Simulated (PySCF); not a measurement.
C2H3O2, charge -1, singlet, at a GFN2-xTB geometry (in this run its highest filled SCF level lies above zero, so its values depend strongly on the basis, on diffuse functions most of all). Base run: M062X/3-21G (PySCF).

Here is a job for PySCF.
```python
from pyscf import gto, scf, dft

mol = gto.M(
    atom='''
C     0.115006    0.052011   -0.053020
O     0.262587    1.216662   -0.495616
O    -1.208255   -0.243273    0.453609
H    -1.686173    0.584178    0.317914
C     0.980943   -0.979983    0.033437
H     0.680039   -1.927420    0.448958
H     1.995774   -0.876036   -0.313310
''',
    basis='3-21g',
    charge=-1,
    spin=0,
    verbose=3,
)

mf = dft.RKS(mol)
mf.xc = 'm062x'
mf.kernel()
```

Variants of this job, named by their change:

```
change                                ΔE vs base (mEh)  grid points  electrons on the grid
------------------------------------  ----------------  -----------  ---------------------
base                                             0.000        85824               32.00000
small_rho_cutoff = 0                             0.000        85824               32.00000
grids.level = 7                                 -0.004       496936               32.00000
grids.atom_grid = (75, 302)                     -0.001       100920               32.00000
grids.level = 4                                 -0.003       160864               32.00000
grids.prune = off                                0.002       135904               32.00000
grids.prune = dft.gen_grid.sg1_prune             0.015        38360               32.00019
grids.atom_grid = (50, 194)                     -0.585        45896               31.99996
grids.radi_method = mura_knowles                 0.001        81720               32.00000
grids.level = 0                                 55.746         6208               32.00293
grids.level = 5                                 -0.004       242536               32.00000
```
